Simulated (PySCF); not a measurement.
Correlation energy of Ar²⁺ (argon, charge +2)

[Ne] 3s2 3p4, high-spin 3P determinant. Calculation: PySCF 2.14, in x2c-TZVPall (5s5p2d1f, 37 functions); the spin-free X2C one-electron Hamiltonian (Gaussian nucleus). Frozen: [Ne]; 6 electrons correlated.

MP2 pair energies summed by pair of shells (mhartree):

| pair | energy | share (%) |
| --- | --- | --- |
| 3p-3p | -60.62 | 47.7 |
| 3s-3p | -57.39 | 45.2 |
| 3s-3s | -9.03 | 7.1 |

Total MP2 correlation energy: -127.04 mhartree.

Same-spin part -29.38 and opposite-spin part -97.66 mhartree; SCS-MP2 scales them by 1/3 and 6/5 to -126.99 mhartree.

| level | correlation energy (mhartree) |
| --- | --- |
| CCSD | -153.94 |
| (T) | -4.04 |
| CCSD(T) | -157.98 |

Diagnostics: T1 = 0.0078, D1 = 0.0254, largest double amplitude 0.058.

Cost of the coupled-cluster step: 0.68 s of wall time on 1 thread of Neoverse-N1 (shared host), for 6 correlated electrons.

Iterations:

```
CC2 = 0
CCSD nocc = (np.int64(4), np.int64(2)), nmo = (32, 32)
frozen orbitals [[0, 1, 2, 3, 4], [0, 1, 2, 3, 4]]
max_cycle = 100
direct = 0
conv_tol = 1e-08
conv_tol_normt = 1e-06
diis_space = 8
diis_start_cycle = 0
Init t2, MP2 energy = -0.12704010615374
Init E_corr(UCCSD) = -0.127040106160345
cycle = 1  E_corr(UCCSD) = -0.147441971323915  dE = -0.0204018652  norm(t1,t2) = 0.0403988
cycle = 2  E_corr(UCCSD) = -0.151951750302888  dE = -0.00450977898  norm(t1,t2) = 0.0131063
cycle = 3  E_corr(UCCSD) = -0.153999320108409  dE = -0.00204756981  norm(t1,t2) = 0.00516244
cycle = 4  E_corr(UCCSD) = -0.15394181167119  dE = 5.75084372e-05  norm(t1,t2) = 0.000595332
cycle = 5  E_corr(UCCSD) = -0.153944980342173  dE = -3.16867098e-06  norm(t1,t2) = 7.38625e-05
cycle = 6  E_corr(UCCSD) = -0.153944726897851  dE = 2.53444323e-07  norm(t1,t2) = 1.22371e-05
cycle = 7  E_corr(UCCSD) = -0.153944986922179  dE = -2.60024329e-07  norm(t1,t2) = 1.69422e-06
cycle = 8  E_corr(UCCSD) = -0.153944917699411  dE = 6.92227686e-08  norm(t1,t2) = 3.81427e-07
cycle = 9  E_corr(UCCSD) = -0.153944922492261  dE = -4.79284984e-09  norm(t1,t2) = 7.40316e-08
UCCSD converged
E(UCCSD) = -527.2639786019481  E_corr = -0.1539449224922606
UCCSD(T) correction = -0.00403788583317118
```
